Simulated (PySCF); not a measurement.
## Working out the ionisation energy of Br⁺

Br⁺ [Ar] 3d10 4s2 4p4 (3P) → Br²⁺ [Ar] 3d10 4s2 4p3 (4S). Calculation: PySCF 2.14, in aug-cc-pVTZ-PP with ECP10MDF (6s5p4d2f, 55 functions); scalar relativity through the core potential. Frozen: 3s2 3p6 3d10. Energies in hartree (1 hartree = 27.21139 eV):

```tsv
part	Br⁺ (lower)	Br²⁺ (upper)
UHF	-415.097948	-414.354483
MP2 opposite-spin	-0.081813	-0.058947
MP2 same-spin	-0.023795	-0.020835
```

Question: What does Hartree-Fock give?

Answer: (-414.354483) − (-415.097948) = 0.743465 hartree = 20.231 eV.

Question: What do MP2 and SCS-MP2 (6/5 opposite-spin, 1/3 same-spin) give?

Answer: The opposite-spin parts differ by 0.622 eV and the same-spin parts by 0.081 eV. MP2: 20.231 + (0.622) + (0.081) = 20.934 eV. SCS-MP2: 20.231 + 1.2 × (0.622) + (0.081)/3 = 21.004 eV.

Measured between the centres of the two terms (NIST): 21.409 eV, so MP2 (valence) is off by -0.475 eV.

What remains against the reference includes basis incompleteness, the frozen core and correlation beyond second order.
